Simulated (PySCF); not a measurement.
Species: 1,3,5-trifluorobenzene, C6H3F3.
Bonds: F1–C2, C2–C3 (aromatic), C3–C4 (aromatic), C4–F5, C4–C6 (aromatic), C6–C7 (aromatic), C7–F8, C7–C9 (aromatic), C2–C9 (aromatic). Hydrogens: H10 on C3; H11 on C6; H12 on C9.

The closed-shell ground state was solved at several levels (PySCF, density fitting, gas phase, non-relativistic). Geometry: PBE0-D3(BJ)/def2-SVP; no solvent, vibrations or thermal averaging. The dipole stays under 0.02 D at every level.

```
            level  basis functions  total energy (Eh)  HOMO (eV)  LUMO (eV)  gap (eV)
wB97X-D/def2-SVPD              213          -529.4251      -9.52       1.05     10.57
      B3LYP/pcJ-1              273          -529.9646      -7.48      -0.82      6.66
     KT3/pcSseg-2              366          -537.4823      -6.55      -1.45      5.10
```

Estimate the row for PBE0/pcSseg-1, a basis of 168 functions; the other rows only guide the guess.

Total energy -529.3561 Eh, HOMO -7.72 eV, LUMO -0.63 eV, gap 7.09 eV.

Over all these levels, which gives the widest orbital gap and which the narrowest?

wB97X-D/def2-SVPD (range-separated hybrid) has the widest, 10.57 eV, and KT3/pcSseg-2 (GGA) the narrowest, 5.10 eV. Functional and basis both differ between the two, so the spread mixes both effects.

Note: wB97X-D ran without an empirical dispersion term, which enters the total energy and its gradient alone.
